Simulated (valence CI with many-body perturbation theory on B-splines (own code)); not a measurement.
**Sr33+: electric-dipole lines**

Calculated by valence CI with perturbative core correlation (CI+MBPT): three valence electrons over a frozen Dirac-Fock core [He], a basis of 11 s, 11 p, 9 d, 7 f, 5 g, 2 h, 1 i functions for each j, with the one-electron correlation potential Σ1, the two-electron term Σ2, the three-electron term Σ3, Breit, model QED; selected CI, second order for the rest (own B-spline code, finite nucleus).

No measured spectrum was set against this ion. As an estimate, large intervals hold to a few tenths of a per cent, small ones and those within an open d or f shell to about a per cent.

Lines 151 to 200 of 268 in falling wavelength, among levels below 200.53 Ry, chosen from the strongest by gf and those to the six lowest levels. Wavelengths and rates use the calculated energies. Electric multipoles are in the length gauge, E1 and E2 with the static RPA response of the core. Weak lines are less certain than strong ones. Lines between different terms over intervals too small for the method are left out, as are lines whose strength nearly cancels. The highest levels of a list are the least certain.

Levels are named by their leading jj configuration (3d3/2^4 stands for four electrons in 3d with j = 3/2), which in mixed levels can hold well under half, so a name can repeat and another be missing. Letters in brackets count levels of one name in rising energy.

```
λ vac (nm)                       Upper                       Lower   A (s⁻¹)  S (a.u.) with core polarisation  S without
    0.5219      (2s 2p1/2 3d5/2) J=7/2      (2s 2p1/2 2p3/2) J=5/2  7.02e+13                         3.94e-02   3.94e-02
    0.5209  (2s 2p3/2 3d5/2) J=7/2 [a]          (2s 2p3/2^2) J=5/2  1.24e+14                         6.94e-02   6.95e-02
    0.5209          (2s^2 3d3/2) J=3/2          (2s^2 2p3/2) J=3/2  1.61e+13                         4.50e-03   4.51e-03
    0.5206     (2s 2p3/2 3s) J=3/2 [a]  (2s 2p1/2 2p3/2) J=3/2 [a]  3.59e+11                         1.00e-04   9.96e-05
    0.5205      (2s 2p1/2 3d3/2) J=5/2  (2s 2p1/2 2p3/2) J=3/2 [a]  2.39e+13                         9.97e-03   9.98e-03
    0.5195  (2s 2p1/2 3d5/2) J=5/2 [b]      (2s 2p1/2 2p3/2) J=5/2  2.82e+12                         1.17e-03   1.17e-03
    0.5194          (2s^2 3d5/2) J=5/2          (2s^2 2p3/2) J=3/2  9.82e+13                         4.08e-02   4.08e-02
    0.5188  (2s 2p1/2 3d5/2) J=5/2 [a]  (2s 2p1/2 2p3/2) J=3/2 [a]  5.47e+13                         2.26e-02   2.27e-02
    0.5181  (2s 2p1/2 3d3/2) J=3/2 [b]  (2s 2p1/2 2p3/2) J=3/2 [a]  1.91e+13                         5.23e-03   5.24e-03
    0.5180      (2s 2p1/2 3d3/2) J=1/2  (2s 2p1/2 2p3/2) J=3/2 [a]  3.89e+12                         5.34e-04   5.34e-04
    0.5168   (2p1/2 2p3/2 3d3/2) J=3/2       (2p1/2^2 2p3/2) J=3/2  1.63e+13                         4.44e-03   4.44e-03
    0.5166   (2p1/2 2p3/2 3d3/2) J=5/2       (2p1/2^2 2p3/2) J=3/2  8.50e+12                         3.47e-03   3.47e-03
    0.5162  (2s 2p3/2 3d3/2) J=5/2 [a]  (2s 2p1/2 2p3/2) J=3/2 [b]  5.42e+11                         2.21e-04   2.21e-04
    0.5159      (2s 2p1/2 3p1/2) J=3/2          (2s^2 2p3/2) J=3/2  2.23e+12                         6.05e-04   6.05e-04
    0.5155  (2s 2p3/2 3d3/2) J=1/2 [a]  (2s 2p1/2 2p3/2) J=3/2 [b]  6.58e+11                         8.90e-05   8.91e-05
    0.5153          (2p3/2^2 3s) J=5/2       (2p1/2^2 2p3/2) J=3/2  4.61e+12                         1.87e-03   1.87e-03
    0.5153  (2s 2p1/2 3d5/2) J=5/2 [b]  (2s 2p1/2 2p3/2) J=3/2 [a]  9.18e+12                         3.72e-03   3.73e-03
    0.5149  (2s 2p3/2 3d3/2) J=5/2 [b]          (2s 2p3/2^2) J=5/2  6.98e+12                         2.82e-03   2.82e-03
    0.5147  (2s 2p3/2 3d5/2) J=3/2 [a]      (2s 2p1/2 2p3/2) J=1/2  1.45e+13                         3.91e-03   3.92e-03
    0.5143  (2s 2p3/2 3d5/2) J=7/2 [b]          (2s 2p3/2^2) J=5/2  4.59e+13                         2.47e-02   2.47e-02
    0.5140  (2s 2p3/2 3d5/2) J=5/2 [a]  (2s 2p1/2 2p3/2) J=3/2 [b]  1.75e+12                         7.04e-04   7.05e-04
    0.5140   (2p1/2 2p3/2 3d5/2) J=5/2       (2p1/2^2 2p3/2) J=3/2  3.47e+13                         1.40e-02   1.40e-02
    0.5130  (2s 2p3/2 3d5/2) J=3/2 [a]  (2s 2p1/2 2p3/2) J=3/2 [b]  5.66e+12                         1.51e-03   1.51e-03
    0.5125  (2s 2p1/2 3p1/2) J=1/2 [b]          (2s^2 2p3/2) J=3/2  5.38e+11                         7.15e-05   7.14e-05
    0.5121  (2s 2p1/2 3p3/2) J=3/2 [a]          (2s^2 2p3/2) J=3/2  3.00e+11                         7.95e-05   7.94e-05
    0.5111  (2s 2p1/2 3d3/2) J=3/2 [a]          (2s 2p1/2^2) J=1/2  7.28e+12                         1.92e-03   1.92e-03
    0.5107      (2s 2p3/2 3d5/2) J=1/2  (2s 2p1/2 2p3/2) J=3/2 [b]  6.72e+11                         8.84e-05   8.86e-05
    0.5100      (2s 2p1/2 3p3/2) J=5/2          (2s^2 2p3/2) J=3/2  1.12e+12                         4.38e-04   4.38e-04
    0.5091  (2s 2p1/2 3p3/2) J=3/2 [b]          (2s^2 2p3/2) J=3/2  4.55e+11                         1.19e-04   1.18e-04
    0.5087  (2s 2p3/2 3d3/2) J=5/2 [a]      (2s 2p1/2 2p3/2) J=5/2  6.40e+13                         2.49e-02   2.50e-02
    0.5086      (2s 2p3/2 3d3/2) J=7/2      (2s 2p1/2 2p3/2) J=5/2  8.90e+13                         4.62e-02   4.63e-02
    0.5082  (2s 2p3/2 3d3/2) J=3/2 [a]      (2s 2p1/2 2p3/2) J=5/2  3.09e+13                         8.01e-03   8.02e-03
    0.5073  (2s 2p3/2 3d3/2) J=3/2 [b]      (2s 2p1/2 2p3/2) J=1/2  4.59e+13                         1.18e-02   1.18e-02
    0.5071  (2s 2p1/2 3d3/2) J=3/2 [b]          (2s 2p1/2^2) J=1/2  9.23e+13                         2.38e-02   2.38e-02
    0.5070      (2s 2p1/2 3d3/2) J=1/2          (2s 2p1/2^2) J=1/2  1.44e+14                         1.85e-02   1.86e-02
    0.5066  (2s 2p3/2 3d5/2) J=5/2 [a]      (2s 2p1/2 2p3/2) J=5/2  3.67e+12                         1.41e-03   1.41e-03
    0.5063  (2s 2p3/2 3d3/2) J=1/2 [b]      (2s 2p1/2 2p3/2) J=1/2  6.24e+13                         7.99e-03   8.00e-03
    0.5060  (2s 2p3/2 3d3/2) J=5/2 [b]  (2s 2p1/2 2p3/2) J=3/2 [b]  1.05e+14                         4.04e-02   4.05e-02
    0.5056  (2s 2p3/2 3d3/2) J=3/2 [b]  (2s 2p1/2 2p3/2) J=3/2 [b]  2.67e+13                         6.81e-03   6.82e-03
    0.5047      (2s 2p1/2 3d5/2) J=3/2          (2s 2p1/2^2) J=1/2  5.00e+12                         1.27e-03   1.27e-03
    0.5047  (2s 2p3/2 3d3/2) J=1/2 [b]  (2s 2p1/2 2p3/2) J=3/2 [b]  2.40e+12                         3.05e-04   3.05e-04
    0.5046  (2s 2p3/2 3d3/2) J=5/2 [a]  (2s 2p1/2 2p3/2) J=3/2 [a]  4.04e+13                         1.54e-02   1.54e-02
    0.5045          (2s^2 3d3/2) J=3/2          (2s^2 2p1/2) J=1/2  9.27e+13                         2.35e-02   2.35e-02
    0.5045  (2s 2p3/2 3d5/2) J=7/2 [a]      (2s 2p1/2 2p3/2) J=5/2  8.50e+12                         4.31e-03   4.32e-03
    0.5043   (2p1/2 2p3/2 3p1/2) J=1/2  (2s 2p1/2 2p3/2) J=3/2 [b]  8.48e+12                         1.07e-03   1.07e-03
    0.5042  (2s 2p3/2 3d3/2) J=3/2 [a]  (2s 2p1/2 2p3/2) J=3/2 [a]  7.21e+13                         1.82e-02   1.83e-02
    0.5041  (2s 2p3/2 3d5/2) J=5/2 [b]  (2s 2p1/2 2p3/2) J=3/2 [b]  3.25e+12                         1.23e-03   1.23e-03
    0.5040  (2s 2p3/2 3d3/2) J=1/2 [a]  (2s 2p1/2 2p3/2) J=3/2 [a]  9.70e+13                         1.23e-02   1.23e-02
    0.5032  (2s 2p3/2 3d5/2) J=3/2 [b]  (2s 2p1/2 2p3/2) J=3/2 [b]  1.00e+12                         2.52e-04   2.53e-04
    0.5020  (2s 2p1/2 3p1/2) J=1/2 [a]          (2s^2 2p1/2) J=1/2  9.25e+12                         1.16e-03   1.15e-03
```
